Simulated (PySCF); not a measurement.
# Relaxation of quartet [RuBr2]+

All numbers come from PySCF, UPBE0, basis Ru def2-TZVP with ECP28, Br def2-TZVP (scalar-relativistic core potentials, no spin–orbit coupling, density fitting). A (50,194) grid was used.

A hand-made linear start, of D∞h symmetry, held to at least that symmetry:

```xyz
3
charge 1 multiplicity 4, angstrom
Ru    0.0000    0.0000    0.0000
Br    0.0000    0.0000    2.3422
Br    0.0000    0.0000   -2.3422
```

At each step, columns x, y, z (Å) and Fx, Fy, Fz (eV/Å):

```
step 0  E − E(last) = 2.62 kJ/mol
Ru   0.000   0.000   0.000   0.000   0.000   0.000
Br   0.000   0.000   2.342   0.000   0.000  -0.582
Br   0.000   0.000  -2.342   0.000   0.000   0.582
step 1  E − E(last) = 0.41 kJ/mol
Ru   0.000   0.000   0.000   0.000   0.000   0.000
Br   0.000   0.000   2.315   0.000   0.000  -0.241
Br   0.000   0.000  -2.315   0.000   0.000   0.241
step 2  E − E(last) = 0.01 kJ/mol
Ru   0.000   0.000   0.000   0.000   0.000  -0.003
Br   0.000   0.000   2.296   0.000   0.000   0.040
Br   0.000   0.000  -2.296   0.000   0.000  -0.037
step 3  E − E(last) = 0.00 kJ/mol
Ru   0.000   0.000   0.000   0.000   0.000   0.000
Br   0.000   0.000   2.299   0.000   0.000  -0.002
Br   0.000   0.000  -2.299   0.000   0.000   0.002
```

It ends at D∞h with Ru–Br 2.298 Å (×2); Br–Ru–Br 180.0°. A frequency run shows 1 imaginary mode, down to 61i cm⁻¹, so it is a saddle point. Other isomers or separated fragments may lie lower.

With open d or f shells other occupations or spin states may lie lower.
